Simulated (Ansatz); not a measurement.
Steps of a relaxation of `NC1O[SiH2][Se]1` with RKS PBE0-D4/def2-TZVP.

```sh
$ ansatz run in.yaml --threads 4 --pin off --events-out ev --progress --plain --max-ram 10444MiB
```

```yaml
crystal:
  periodic: [false, false, false]
  atoms:
    - {symbol: N, position_ang: [-1.085103, -1.344852, 0.723507]}
    - {symbol: C, position_ang: [-0.420917, -0.638193, -0.289616]}
    - {symbol: O, position_ang: [0.948766, -0.267422, -0.014361]}
    - {symbol: Si, position_ang: [0.954991, 1.411024, -0.317203]}
    - {symbol: Se, position_ang: [-1.297481, 1.200086, -0.622162]}
    - {symbol: H, position_ang: [-0.765334, -2.318888, 0.791162]}
    - {symbol: H, position_ang: [-1.000882, -0.883213, 1.636774]}
    - {symbol: H, position_ang: [-0.463784, -1.211002, -1.238471]}
    - {symbol: H, position_ang: [1.442447, 2.215504, 0.857329]}
    - {symbol: H, position_ang: [1.770398, 1.785756, -1.524059]}
basis:
  gaussian: {orbitals: def2-TZVP}
hamiltonian: {xc: pbe0, dispersion: d4}
relax: {f_tol: 0.005, max_steps: 150}
```

Positions (Å) and forces (eV/Å) along the path, 9 of 9 steps:

```xyz
10
step=1 energy=-77870.0301 eV
N    -1.085   -1.345    0.724    0.358   -0.142    0.452
C    -0.421   -0.638   -0.290    0.115    0.101   -0.369
O     0.949   -0.267   -0.014   -0.439    0.882   -0.252
Si    0.955    1.411   -0.317   -0.133   -0.804    0.123
Se   -1.297    1.200   -0.622    0.587   -0.362    0.136
H    -0.765   -2.319    0.791   -0.154    0.600   -0.054
H    -1.001   -0.883    1.637   -0.052   -0.281   -0.572
H    -0.464   -1.211   -1.238    0.039    0.334    0.526
H     1.442    2.216    0.857   -0.126   -0.212   -0.267
H     1.770    1.786   -1.524   -0.196   -0.116    0.278
10
step=2 energy=-77870.0851 eV
N    -1.077   -1.335    0.719    0.098   -0.098    0.169
C    -0.419   -0.629   -0.293    0.087    0.135   -0.139
O     0.943   -0.263   -0.017   -0.146    0.540   -0.146
Si    0.945    1.398   -0.315    0.042   -0.600    0.119
Se   -1.280    1.188   -0.614    0.049   -0.106    0.021
H    -0.747   -2.294    0.791   -0.047    0.160   -0.022
H    -0.998   -0.874    1.621   -0.033   -0.063   -0.156
H    -0.460   -1.193   -1.231    0.012    0.075    0.158
H     1.425    2.188    0.853   -0.023   -0.033   -0.072
H     1.751    1.763   -1.511   -0.040   -0.010    0.069
10
step=3 energy=-77870.0962 eV
N    -1.071   -1.332    0.718   -0.013   -0.023    0.030
C    -0.419   -0.621   -0.295   -0.028   -0.001   -0.026
O     0.940   -0.258   -0.023   -0.001    0.098   -0.024
Si    0.942    1.383   -0.311    0.057   -0.082    0.024
Se   -1.284    1.183   -0.613    0.005   -0.010    0.010
H    -0.729   -2.282    0.792    0.008   -0.011   -0.002
H    -1.006   -0.867    1.613   -0.020    0.014    0.012
H    -0.458   -1.185   -1.226   -0.001   -0.017   -0.019
H     1.423    2.173    0.849   -0.006    0.018    0.014
H     1.746    1.753   -1.501   -0.001    0.014   -0.019
10
step=4 energy=-77870.0967 eV
N    -1.070   -1.338    0.713   -0.025   -0.002   -0.051
C    -0.424   -0.622   -0.301    0.037    0.032    0.066
O     0.942   -0.263   -0.031   -0.027    0.026   -0.040
Si    0.949    1.376   -0.311    0.017   -0.009    0.036
Se   -1.281    1.184   -0.591   -0.026   -0.028   -0.031
H    -0.694   -2.273    0.811   -0.001   -0.026    0.007
H    -1.045   -0.856    1.601    0.012    0.018    0.030
H    -0.463   -1.182   -1.234   -0.005   -0.013   -0.017
H     1.424    2.168    0.851    0.022    0.000    0.005
H     1.745    1.756   -1.505   -0.005    0.001   -0.005
10
step=5 energy=-77870.0972 eV
N    -1.071   -1.336    0.715    0.006   -0.005    0.004
C    -0.422   -0.623   -0.300    0.003    0.006   -0.006
O     0.942   -0.261   -0.033   -0.006   -0.006    0.002
Si    0.948    1.378   -0.308    0.007    0.005   -0.015
Se   -1.281    1.180   -0.604   -0.010    0.003    0.006
H    -0.705   -2.276    0.808   -0.005    0.009    0.004
H    -1.034   -0.856    1.605    0.000   -0.004   -0.006
H    -0.462   -1.186   -1.232    0.003   -0.008    0.004
H     1.429    2.167    0.855   -0.001   -0.004    0.001
H     1.740    1.760   -1.503    0.004    0.005    0.006
10
step=6 energy=-77870.0973 eV
N    -1.069   -1.334    0.716   -0.010   -0.011    0.012
C    -0.423   -0.624   -0.302    0.008   -0.003   -0.003
O     0.942   -0.262   -0.038   -0.003    0.002   -0.006
Si    0.947    1.378   -0.308    0.007   -0.001   -0.007
Se   -1.282    1.179   -0.605   -0.001    0.005    0.000
H    -0.704   -2.274    0.812    0.001    0.004   -0.005
H    -1.033   -0.852    1.604    0.000    0.002   -0.001
H    -0.465   -1.189   -1.233    0.003    0.000    0.006
H     1.428    2.162    0.857   -0.002    0.000    0.002
H     1.742    1.765   -1.501   -0.003    0.002    0.003
10
step=7 energy=-77870.0973 eV
N    -1.069   -1.334    0.717   -0.007   -0.003    0.010
C    -0.423   -0.624   -0.302    0.002   -0.003   -0.006
O     0.942   -0.263   -0.041    0.002    0.003   -0.002
Si    0.948    1.378   -0.309   -0.002    0.000   -0.001
Se   -1.282    1.179   -0.606    0.001    0.001   -0.001
H    -0.705   -2.274    0.813    0.002    0.000   -0.004
H    -1.031   -0.851    1.605   -0.001    0.002    0.000
H    -0.466   -1.191   -1.232    0.000    0.001    0.002
H     1.425    2.160    0.859    0.001    0.000    0.000
H     1.743    1.767   -1.500    0.000    0.000    0.002
10
step=8 energy=-77870.0973 eV
N    -1.069   -1.333    0.717    0.000   -0.001   -0.005
C    -0.423   -0.624   -0.303   -0.001    0.002    0.004
O     0.942   -0.263   -0.043    0.002   -0.002    0.001
Si    0.947    1.378   -0.309    0.000    0.000   -0.001
Se   -1.282    1.179   -0.607   -0.001    0.000   -0.001
H    -0.704   -2.273    0.814    0.000   -0.001    0.001
H    -1.031   -0.850    1.605    0.001    0.001   -0.001
H    -0.467   -1.192   -1.233   -0.001    0.000    0.002
H     1.425    2.159    0.860    0.000    0.000    0.000
H     1.744    1.768   -1.499    0.000    0.001    0.000
10
step=9 energy=-77870.0973 eV
N    -1.069   -1.333    0.717    0.000    0.002    0.001
C    -0.423   -0.624   -0.303    0.001   -0.002   -0.004
O     0.942   -0.263   -0.043    0.000    0.000    0.000
Si    0.948    1.377   -0.309    0.000    0.001    0.000
Se   -1.282    1.179   -0.607    0.000    0.001    0.000
H    -0.703   -2.273    0.814    0.000    0.000    0.000
H    -1.031   -0.849    1.604   -0.001   -0.002    0.001
H    -0.467   -1.192   -1.233    0.000    0.000    0.000
H     1.425    2.158    0.860    0.000    0.000    0.000
H     1.744    1.769   -1.499    0.000    0.000    0.000
```

Run time 36 s (4 threads of an Arm Neoverse V2 on a shared host); peak host memory 0.65 GiB.
